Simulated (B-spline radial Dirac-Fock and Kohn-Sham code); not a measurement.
**In³⁺ 4s: cross section and angular parameters**

System: In³⁺, configuration [Kr] 4d10; threshold 158.8 eV (orbital energy of the model). Model: Dirac-Hartree-Slater photoionisation with a Latter tail; cross sections with all multipoles, angular parameters from the dipole term and its interference with E2. Program: an atomic code on a B-spline grid.

Input of the calculation (task.json; shells as n, l, electrons):

```json
{"items": [{
  "Z": 49,
  "q": 3,
  "cfg": [[1, 0, 2], [2, 0, 2], [2, 1, 6], [3, 0, 2], [3, 1, 6], [3, 2, 10], [4, 0, 2], [4, 1, 6], [4, 2, 10]],
  "A": 115,
  "rrms": 4.6156,
  "do": "xps",
  "hv": [59.8, 60, 64.5, 71.8, 80, 100, 104.0, 185.0, 189.0, 300, 355.0, 985.0, 1253.6, 1660.0, 2000, 2340.0, 2870.0, 3610.0, 4000, 4140.0, 5900.0, 6410.0, 7140.0, 7830.0, 9110.0, 9430.0, 9470.0, 10000.0, 11100.0, 12000]
}]}
```

Command: `python xray2_run.py task.json out`

For linearly polarised light dσ/dΩ = σ/(4π) [1 + β P₂(cos θ) + (δ + γ cos²θ) sin θ cos φ], with θ from the polarisation vector and φ the angle between the beam and the projection of the electron momentum on the plane normal to the polarisation.

```
hν (eV)  σ (kb)      β       γ
    185     164  1.959   0.220
    189     160  1.960   0.220
    300     109  1.977   0.339
    355    89.8  1.980   0.347
    985    20.4  1.989   0.173
 1253.6    13.6  1.990   0.097
   1660    8.33  1.991   0.010
   2000       ?      ?       ?
   2340    4.50  1.992  -0.073
   2870    3.08  1.992  -0.097
   3610    1.99  1.993  -0.092
   4000    1.64  1.993  -0.076
   4140    1.53  1.993  -0.069
   5900   0.756  1.993   0.073
   6410   0.639  1.993   0.125
   7140   0.511  1.993   0.205
   7830   0.421  1.993   0.284
   9110   0.306  1.993   0.433
   9430   0.284  1.993   0.471
   9470   0.281  1.993   0.475
  10000   0.250  1.993   0.537
  11100   0.199  1.993   0.665
  12000   0.168  1.992   0.769
```

Q: Give the values at 2000 eV.

A: σ = 5.98 kb, β = 1.992, γ = -0.040. For an s subshell δ is negligible.
